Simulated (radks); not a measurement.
The numbers below are computed, except where a source is named.
Problem. Er, 68 electrons, occupied as [Xe] 4f12 6s2 (the NIST ground configuration). Code: a radial shooting solver on a logarithmic mesh with Libxc functionals. Model: scalar-relativistic Kohn-Sham, PBE, spin-polarised, spherical densities, point nucleus; open shells are filled with parallel spins first (spin-orbit coupling, left out, can overturn this in heavy ions). Some entries of the table are withheld. Estimate them.

| orbital | occ. | eigenvalue (eV) | r(max) (bohr) |
|---|---|---|---|
| 1s up | 1 | -57377.05 | 0.01286 |
| 1s down | 1 | -57377.05 | 0.01286 |
| 2s up | 1 | -9638.982 | 0.07323 |
| 2s down | 1 | -9638.961 | 0.07323 |
| 2p up | 3 | -8524.485 | 0.05956 |
| 2p down | 3 | -8524.470 | 0.05956 |
| 3s up | 1 | -2160.090 | 0.2072 |
| 3s down | 1 | -2159.240 | 0.2071 |
| 3p up | 3 | -1821.133 | 0.2039 |
| 3p down | 3 | -1820.284 | 0.2038 |
| 3d up | 5 | -1397.087 | 0.1664 |
| 3d down | 5 | -1396.440 | 0.1664 |
| 4s up | 1 | -426.8444 | 0.4738 |
| 4s down | 1 | -425.0476 | 0.4738 |
| 4p up | 3 | -315.3847 | 0.4954 |
| 4p down | 3 | -313.6155 | 0.4953 |
| 4d up | 5 | -166.1649 | 0.5118 |
| 4d down | 5 | -164.4248 | 0.5118 |
| 5s up | 1 | -52.2721 | 1.111 |
| 5s down | 1 | -51.4243 | 1.115 |
| 5p up | 3 | (1) | 1.274 |
| 5p down | 3 | (2) | 1.280 |
| 6s up | 1 | -3.8577 | 3.361 |
| 4f up | 7 | -3.8513 | 0.5089 |
| 6s down | 1 | -3.8084 | 3.388 |
| 4f down | 5 | -2.3427 | 0.5099 |

Solution. 
(1) 5p up eigenvalue (eV): -26.6762
(2) 5p down eigenvalue (eV): -26.0796
